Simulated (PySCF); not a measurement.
Molecule: SMILES [SiH3]Oc1ccoc1, C4H6O2Si.

Geometry (Å), atoms numbered from 1 in this order:
```xyz
13

Si    2.3587    0.3050    0.3530
O     1.1002   -0.7072    0.1459
C    -0.2157   -0.4813    0.0267
C    -0.8981    0.7662    0.0456
C    -2.2146    0.4658   -0.1116
O    -2.3937   -0.8570   -0.2247
C    -1.1797   -1.4360   -0.1411
H     3.4244   -0.6816    0.3925
H     2.4633    1.2436   -0.7671
H     2.2152    1.0708    1.5936
H    -0.4494    1.7307    0.1606
H    -3.0890    1.0841   -0.1575
H    -1.1260   -2.5026   -0.2122
```

Frames of a GFN2-xTB Langevin trajectory at 300 K; GIAO PBE0/pcSseg-1 shieldings in PySCF 2.14, gas phase, non-relativistic; equivalent atoms averaged within each frame.

Chemical shifts δ = σref − σ; TMS for 29Si (σ = 349.16 ppm), 13C (σ = 186.93 ppm), 1H (σ = 31.72 ppm); 17O (σ = 336.08 ppm) vs H2O, all at this level. The references are static minima.

How do the shifts (ppm) fluctuate along the trajectory?

Results:


```tsv
time (fs)	Si1	O6	O2	C3	C5	C7	C4	H13	H12	H11
optimised geometry	-39.2	278.8	50.9	152.4	145.6	134.0	107.9	7.43	7.31	6.33
250	-38.1	292.0	54.6	156.4	145.4	141.4	101.8	7.51	6.93	6.82
425	-41.0	290.6	45.8	151.0	145.3	139.2	105.8	7.92	7.74	5.95
625	-31.8	303.7	53.9	152.4	149.6	142.7	101.4	7.77	7.94	5.17
800	-44.5	302.5	62.5	158.2	147.0	140.2	108.0	9.18	7.14	6.37
1000	-30.7	282.5	40.4	149.0	148.8	137.9	112.1	7.53	7.62	6.56
mean of frames	-37.2	294.3	51.4	153.4	147.2	140.3	105.8	7.98	7.47	6.18
standard deviation	5.9	8.9	8.5	3.8	1.9	1.9	4.5	0.69	0.42	0.64
```

5 frames give an uncertainty of the mean of about the standard deviation over 2.2 at best, since frames this close in time may not be independent; classical motion lacks zero-point vibration, and the reference would need the same averaging.
